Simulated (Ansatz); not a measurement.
C$_{4}$H$_{7}$AlO (`C=C(C)[CH]1[O][AlH]1`) at its PBE0-D4/def2-TZVP geometry, where that method's forces vanish. Charge 0, multiplicity 1.

| atom | x (Å) | y (Å) | z (Å) |
| --- | --- | --- | --- |
| C1 | 0.616 | -1.361 | 0.590 |
| C2 | 0.192 | -0.104 | 0.442 |
| C3 | 0.894 | 1.066 | 1.058 |
| C4 | -1.006 | 0.236 | -0.342 |
| O5 | -1.764 | -0.896 | -0.888 |
| Al6 | -1.082 | -0.061 | -2.215 |
| H7 | 1.503 | -1.585 | 1.170 |
| H8 | 0.066 | -2.187 | 0.156 |
| H9 | 0.240 | 1.579 | 1.770 |
| H10 | 1.174 | 1.802 | 0.298 |
| H11 | 1.795 | 0.753 | 1.586 |
| H12 | -1.648 | 0.973 | 0.146 |
| H13 | -0.978 | -0.215 | -3.772 |

(1) For each bond, give half the difference of the two atoms' forces along it (eV/Å; positive pushes the atoms apart) under PBE-D4, r2SCAN-D4, B3LYP-D4, ωB97M-V in def2-TZVPP. (An estimate is asked.)

## Answers

(1) The calculation gave: 
```tsv
bond	length (Å)	PBE-D4	r2SCAN-D4	B3LYP-D4	ωB97M-V
C1–C2	1.335	0.43	0.23	0.06	-0.21
C1–H7	1.084	0.00	-0.08	-0.08	-0.02
C1–H8	1.083	0.00	-0.09	-0.09	-0.03
C2–C3	1.497	-0.11	0.03	0.13	0.21
C2–C4	1.471	-0.25	-0.14	-0.02	0.24
C3–H9	1.095	0.11	-0.03	-0.06	-0.09
C3–H10	1.095	0.11	-0.02	-0.06	-0.09
C3–H11	1.090	0.11	-0.03	-0.07	-0.08
C4–O5	1.469	0.50	0.36	0.35	0.22
C4–Al6	1.898	0.39	0.20	0.24	0.02
C4–H12	1.092	0.05	-0.08	-0.18	-0.18
O5–Al6	1.709	0.60	0.18	0.17	0.08
Al6–H13	1.568	-0.18	-0.09	-0.18	-0.17
```

B3LYP here is the variant with VWN-RPA as its local correlation; programs differ in this.

Results of the Gaussian-basis code of Ansatz.
